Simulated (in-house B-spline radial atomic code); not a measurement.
Ionisation energies along the 45-electron series, configuration 1s2 2s2 2p6 3s2 3p6 3d10 4s2 4p6 4d3/2(4) 4d5/2(5), as differences of self-consistent energies. Dirac energy differences include first-order Breit, QED and recoil terms. NIST's values go from ground level to ground level; the uncertainty of those that are theory runs from under 0.1 % in few-electron ions to several per cent in heavy many-electron ones. Computed with a B-spline radial code for spherical atoms: Dirac-Hartree-Fock, jj configuration that fills j = l - 1/2 first, finite nuclei.

A number in brackets counts the electrons of a j subshell.

```
  ion     configuration after  ionisation energy (eV)  IE/(q+1)² (eV)  -ε less Coulomb ΔSCF (eV)  Breit and QED recoil part (eV)  tabulated value (eV)    tabulated kind  computed minus tabulated (eV)
Cs10+  [Kr] 4d3/2(4) 4d5/2(4)                   235.0          1.9424                     1.5295                     -0.00012876                   233  tabulated theory                            2.0
Ba11+  [Kr] 4d3/2(4) 4d5/2(4)                   268.7          1.8662                     1.5241                      -0.0082009                 267.1  tabulated theory                            1.6
La12+  [Kr] 4d3/2(4) 4d5/2(4)                   304.2          1.8002                     1.5203                       -0.017622                   303  tabulated theory                            1.2
Ce13+  [Kr] 4d3/2(4) 4d5/2(4)                   341.5          1.7426                     1.5178                       -0.028436                   340  tabulated theory                            1.5
Pr14+  [Kr] 4d3/2(4) 4d5/2(4)                       ?               ?                          ?                               ?                     ?  tabulated theory                              ?
Nd15+  [Kr] 4d3/2(4) 4d5/2(4)                   421.5          1.6465                     1.5154                       -0.054443                   420  tabulated theory                            1.5
Pm16+  [Kr] 4d3/2(4) 4d5/2(4)                   464.2          1.6061                     1.5152                       -0.069733                   462  tabulated theory                            2.2
Sm17+  [Kr] 4d3/2(4) 4d5/2(4)                   508.6          1.5697                     1.5155                       -0.086613                   506  tabulated theory                            2.6
Eu18+  [Kr] 4d3/2(4) 4d5/2(4)                   554.7          1.5367                     1.5162                        -0.10516                   553  tabulated theory                            1.7
Gd19+  [Kr] 4d3/2(4) 4d5/2(4)                       ?               ?                          ?                               ?                     ?  tabulated theory                              ?
Tb20+  [Kr] 4d3/2(4) 4d5/2(4)                   652.3          1.4792                     1.5185                        -0.14741                   651  tabulated theory                            1.3
Dy21+  [Kr] 4d3/2(4) 4d5/2(4)                       ?               ?                          ?                               ?                     ?  tabulated theory                              ?
Ho22+  [Kr] 4d3/2(4) 4d5/2(4)                   756.9          1.4308                     1.5216                        -0.19692                   755  tabulated theory                            1.9
Er23+  [Kr] 4d3/2(4) 4d5/2(4)                   811.8          1.4094                     1.5233                        -0.22455                   810  tabulated theory                            1.8
Tm24+  [Kr] 4d3/2(4) 4d5/2(4)                   868.5          1.3895                     1.5252                        -0.25415                   866  tabulated theory                            2.5
Yb25+  [Kr] 4d3/2(4) 4d5/2(4)                   926.8          1.3711                     1.5271                        -0.28579                   924  tabulated theory                            2.8
```

Problem. Fill in the row of Pr14+.

Solution. ionisation energy (eV): 380.6; IE/(q+1)² (eV): 1.6917; -ε less Coulomb ΔSCF (eV): 1.5162; Breit and QED recoil part (eV): -0.040693; tabulated value (eV): 378; computed minus tabulated (eV): 2.6.

Problem. Fill in the row of Gd19+.

Solution. ionisation energy (eV): 602.7; IE/(q+1)² (eV): 1.5067; -ε less Coulomb ΔSCF (eV): 1.5172; Breit and QED recoil part (eV): -0.1254; tabulated value (eV): 601; computed minus tabulated (eV): 1.7.

Problem. Fill in the row of Dy21+.

Solution. ionisation energy (eV): 703.8; IE/(q+1)² (eV): 1.454; -ε less Coulomb ΔSCF (eV): 1.5199; Breit and QED recoil part (eV): -0.17123; tabulated value (eV): 702; computed minus tabulated (eV): 1.8.
